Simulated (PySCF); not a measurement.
1-methylsulfanylbut-2-yne (C5H8S), SMILES CC#CCSC. Atoms are numbered in the order given.

```xyz
14

C      3.4854    -0.3913    -1.0162
C      2.0780    -0.0511    -0.8409
C      0.9088     0.2349    -0.6986
C     -0.4955     0.5579    -0.5016
S     -1.1748    -0.3462     0.9560
C     -2.8770     0.2894     0.8843
H      3.6050    -1.4194    -1.3958
H      4.0344    -0.3202    -0.0628
H      3.9737     0.2889    -1.7336
H     -1.0862     0.2845    -1.3932
H     -0.6257     1.6417    -0.3366
H     -3.3715     0.0139    -0.0606
H     -2.9049     1.3837     1.0073
H     -3.4264    -0.1725     1.7169
```

Geometry: B3LYP-D3(BJ)/def2-SVP. The values are those of a single conformer.

Two levels are set side by side: PBE/pcSseg-1 (PySCF) and HF/pcSseg-1 (PySCF). GIAO shifts against H2S (³³S), TMS (¹H), TMS (¹³C) at the same level; non-relativistic, no solvent, atoms listed together averaged. Differences are taken from unrounded values.

```tsv
quantity	HF	PBE	PBE minus HF
δ(¹³C) of C1 (ppm)	5.5	7.4	1.9
δ(¹³C) of C2 (ppm)	87.8	85.4	-2.4
δ(¹³C) of C3 (ppm)	80.7	79.6	-1.1
δ(¹³C) of C4 (ppm)	23.7	34.9	11.2
δ(³³S) of S5 (ppm)	137.0	213.0	76.0
δ(¹³C) of C6 (ppm)	21.0	25.3	4.3
δ(¹H) of H10, H11 (ppm)	2.98	3.50	0.52
δ(¹H) of H12, H13, H14 (ppm)	2.11	2.19	0.08
```

Rough cost on one machine, each run with all the roots and properties that it gave: HF against PBE within a factor of 2.
